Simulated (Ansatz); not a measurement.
`CC#CB(O)[SiH3]` at its PBE0-D4/def2-TZVP geometry, where that method's forces vanish. Total charge 0; spin multiplicity 1.

```tsv
atom	x (Å)	y (Å)	z (Å)
C1	-2.180	1.863	-0.551
C2	-1.239	0.776	-0.394
C3	-0.453	-0.135	-0.261
B4	0.594	-1.216	-0.046
O5	0.401	-2.485	-0.487
Si6	2.324	-0.771	0.917
H7	-2.600	1.873	-1.560
H8	-1.704	2.828	-0.365
H9	-3.009	1.753	0.154
H10	-0.447	-2.598	-0.930
H11	3.044	0.317	0.196
H12	3.241	-1.937	1.039
H13	2.027	-0.265	2.288
```

(1) For each bond, give half the difference of the two atoms' forces along it (eV/Å; positive pushes the atoms apart) under PBE-D4, r2SCAN-D4, B3LYP-D4, ωB97M-V in def2-TZVPP. (Estimate.)

## Answers

(1) Computed: 
| bond | length (Å) | PBE-D4 | r2SCAN-D4 | B3LYP-D4 | ωB97M-V |
| --- | --- | --- | --- | --- | --- |
| C1–C2 | 1.446 | -0.60 | -0.25 | 0.19 | 0.58 |
| C1–H7 | 1.093 | 0.14 | 0.00 | -0.05 | -0.14 |
| C1–H8 | 1.093 | 0.14 | 0.00 | -0.05 | -0.14 |
| C1–H9 | 1.093 | 0.15 | 0.00 | -0.05 | -0.14 |
| C2–C3 | 1.211 | 1.11 | 0.48 | -0.12 | -0.63 |
| C3–B4 | 1.520 | -0.75 | -0.35 | -0.04 | 0.39 |
| B4–O5 | 1.358 | 0.44 | 0.28 | 0.17 | 0.09 |
| B4–Si6 | 2.029 | -0.14 | -0.04 | 0.00 | -0.08 |
| O5–H10 | 0.963 | 0.39 | 0.00 | -0.02 | -0.09 |
| Si6–H11 | 1.491 | 0.10 | -0.01 | -0.06 | -0.10 |
| Si6–H12 | 1.489 | 0.09 | -0.02 | -0.06 | -0.11 |
| Si6–H13 | 1.491 | 0.10 | -0.01 | -0.06 | -0.10 |

B3LYP here is the variant with VWN-RPA as its local correlation; programs differ in this.
